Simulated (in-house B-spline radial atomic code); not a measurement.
S8+: [He] 2s2 2p4

Computed with an all-electron radial atomic-structure program (B-spline basis): non-relativistic M06-2X, spin-polarised, spherical fractional occupations, point nucleus.

Screening seen three ways: the hydrogenic charge with the same mean radius, Z_r = [3n² - l(l+1)]/(2<r>), the one with the same energy, Z_e = n√(-2ε), and Slater's rules. Values are occupation-weighted means over spin.

```
shell  electrons   ε (eV)  <r> (bohr)    Z_r    Z_e  Slater
   1s          2  -2687.2     0.09704  15.46  14.05   15.70
   2s          2  -421.24      0.4538  13.22  11.13   12.55
   2p          4  -370.82      0.4053  12.34  10.44   12.55
```

The least bound orbital is 2p down at -348.7 eV, while the most diffuse is 2s down (<r> = 0.456 bohr against 0.4141 bohr): energy order and size order differ.

Caution: exact exchange at fractional occupations of open shells leaves self-interaction of up to several eV.
